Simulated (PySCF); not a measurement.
# The third ionisation energy along group 10

Calculated with PySCF 2.14 from differences of total energies of unrestricted determinants, without spin-orbit coupling. Values in eV. The last column holds reference values (NIST; (s) semi-empirical, (t) theoretical, else measured). Unmarked ones compare directly (S terms, centres of terms, or small fine structure); those marked * lie between the lowest fine-structure levels and include a spin-orbit shift.

```tsv
element	configurations	SCS-MP2 (valence and next inner shell)	LDA	PBE	PBE0	r2SCAN	SCS-MP2 (valence)	reference
Ni (aug-cc-pwCVTZ, non-relativistic)	[Ar] 3d8 → [Ar] 3d7	35.579	36.537	36.070	35.575	35.715	35.208	35.187 ± 0.019 *
Pd (aug-cc-pwCVTZ-PP with ECP28MDF, ECP)	[Kr] 4d8 → [Kr] 4d7	32.630	33.336	33.043	32.865	32.860	32.806	32.93 (s) *
Pt (aug-cc-pwCVTZ-PP with ECP60MDF, ECP)	[Xe] 4f14 5d8 → [Xe] 4f14 5d7	30.651	31.427	31.102	30.915	30.846	30.763	29 ± 1.6 (t) *
```

"Valence" correlates the outer s and p shells and, in groups 3 to 12 and the f block, the outer d or f shell, open or full, or the next shell where the ion has no valence electron left; the wider scheme adds the next inner shell.
